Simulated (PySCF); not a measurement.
# Removing the step error of a finite difference

System: CH6BOP, singlet, geometry from GFN2-xTB. Level: B3LYP/6-31G*, polarisability (PySCF). Sums are taken with unrounded values, so a last digit can differ.

Second differences of the energy in a field along z gave a polarisability along z of 47.212 bohr³ at step 0.005 and 47.271 bohr³ at step 0.02 (atomic units).

Question: Extrapolate to zero step.

Answer: The leading error of a symmetric difference goes as h², so A(h) = A0 + c h². Then c = (47.271 - (47.212))/(0.02² - 0.005²) = 156 (atomic units) and A0 = 47.212 - c × 0.005² = 47.208 bohr³. The analytic value from the same program and level is 47.209 bohr³: the smaller step missed it by 0.004, the extrapolation by 0.000.
